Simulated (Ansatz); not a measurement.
```yaml
atoms:
  - { symbol: Li, position_ang: [-0.8597, -0.8957, -0.8851] }
  - { symbol: F, position_ang: [-0.9644, -0.9045, 0.9321] }
  - { symbol: F, position_ang: [-0.9933, 0.9720, -0.9514] }
  - { symbol: Li, position_ang: [-0.8254, 0.8315, 0.8239] }
  - { symbol: F, position_ang: [0.9397, -0.9953, -0.9654] }
  - { symbol: Li, position_ang: [0.8569, -0.9044, 0.8447] }
  - { symbol: Li, position_ang: [0.8854, 0.8924, -0.8397] }
  - { symbol: F, position_ang: [0.9017, 0.9352, 0.9404] }
```

Basis set: STO-3G (spherical functions). Correlated methods keep 4 orbitals frozen. Charge 0, multiplicity 1.

Computed with Ansatz (development build ahead of 0.2.0); each method stands on the lowest determinant of its kind that the runs found. Restricted open shells among the atoms or ions are ROHF, correlated in semicanonical orbitals with singles.

The atomization energy at this shape (free ground-state atoms in the same class of orbitals less the molecule, no zero-point energy) of singlet Li₄F₄:

```csv
method,atomization energy
RHF-MP2,2871.2 kJ/mol
```

**Question.** What does RHF give?

**Answer.** 2405.9 kJ/mol. Caution: the shape is not the minimum.

This basis has no polarisation functions and is too small for such energies, which can lie far from measured ones in either direction.
